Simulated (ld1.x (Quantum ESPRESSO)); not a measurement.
u(r) = r·R(r): atom against pseudo-atom (Hf)

Columns: radius, all-electron u(r) and pseudo u(r) of the 5d shell (level -27.13 eV) of hafnium in the configuration [Kr] 4d10 4f14 5s2 5p6 5d1 6s0 6p0; PBE, scalar-relativistic, RRKJ scheme, ld1.x (Quantum ESPRESSO) 7.5.

```csv
r (bohr),all-electron,pseudo
0.093,0.2011,0.0008
0.185,0.1075,0.0062
0.278,-0.1748,0.0205
0.370,-0.3260,0.0468
0.463,-0.3116,0.0878
0.555,-0.1936,0.1431
0.648,-0.0303,0.2129
0.740,0.1373,0.2928
0.833,0.2931,0.3804
0.925,0.4257,0.4686
1.018,0.5354,0.5537
1.110,0.6207,0.6287
1.203,0.6854,0.6913
1.295,0.7307,0.7376
1.388,0.7602,0.7679
1.480,0.7761,0.7829
1.573,0.7809,0.7855
1.665,0.7767,0.7788
1.758,0.7651,0.7655
1.850,0.7479,0.7479
1.943,0.7261,0.7261
2.035,0.7012,0.7012
2.128,0.6736,0.6736
2.220,0.6446,0.6446
2.313,0.6143,0.6143
2.405,0.5838,0.5838
```

(1) How many radial nodes do the two functions have?

(2) At about which radius was the pseudo-wave matched?

(3) Where does each function peak?

(4) Is the pseudo-wave norm-conserving?

## Answers

(1) The all-electron 5d function has n − l − 1 = 2; the pseudo-wave has 0, since the states of the same l below it are removed with the core.

(2) 1.85 bohr, where the columns begin to agree (steps of 0.09 bohr).

(3) Outermost all-electron maximum near 1.57 bohr, pseudo maximum near 1.57 bohr (to the table’s step).

(4) Yes: the RRKJ scheme keeps the norm inside the radius equal to the all-electron one, which fixes the energy derivative of the logarithmic derivative at the level.
